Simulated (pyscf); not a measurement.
## •HN–Si(Cl)(Cl)–Cl, doublet

Gas-phase minimum from PySCF at ωB97X-D3(BJ)/def2-SVP, one conformer. Other isomers of •HN–Si(Cl)(Cl)–Cl were not searched in full and may lie lower. 

```xyz
6

N      0.1396     0.9436     0.2267
Si    -1.1556    -0.2182     0.1533
Cl    -0.5771    -1.8238    -0.9661
Cl    -2.8032     0.6487    -0.6829
Cl    -1.6153    -0.8475     2.0270
H      0.4088     1.2811    -0.7080
```
Charge 0, spin multiplicity 2.

Bonds (Å): N1–Si2 1.742, N1–H6 1.030, Si2–Cl3 2.041, Si2–Cl4 2.041, Si2–Cl5 2.029. Angles (°): Si2–N1–H6 112.0, N1–Si2–Cl3 109.7, N1–Si2–Cl4 109.5, N1–Si2–Cl5 109.7, Cl3–Si2–Cl4 109.8, Cl3–Si2–Cl5 109.1, Cl4–Si2–Cl5 109.1.

Properties at ωB97X-D3(BJ)/def2-SVP:

```
Item                                                                                                                                                                             Value
---------------------------------------------------------------------------------------------------------------------  ---------------------------------------------------------------
Harmonic wavenumbers, unscaled                                                                                         64, 157, 184, 232, 244, 253, 473, 635, 637, 790, 882, 3510 cm⁻¹
Zero-point energy                                                                                                                                                        11.5 kcal/mol
Rotational symmetry number                                                                                                                                                           1
Entropy of this conformer at 298 K and 1 atm, rigid rotor and harmonic oscillator, modes under 100 cm⁻¹ raised to 100                                                  362.2 J/(mol K)
Dipole moment                                                                                                                                                                   1.49 D
Spin expectation value S2                                                                                                                                                        0.753
```

Single-point totals, which compare only within one level:

```tsv
level	total energy (hartree)
ωB97X-D3(BJ)/def2-TZVP	-1725.69408
PBE/def2-TZVP	-1724.86109
r²SCAN/def2-TZVP	-1725.49970
B3LYP-D3(BJ)/def2-TZVP	-1725.71146
PBE0-D3(BJ)/def2-TZVP	-1725.01002
M06-2X/def2-TZVP	-1725.55236
ωB97M-D3(BJ)/def2-TZVP	-1725.84901
```

Soft torsions are taken as harmonic, which can shift the entropy by several J/(mol K).
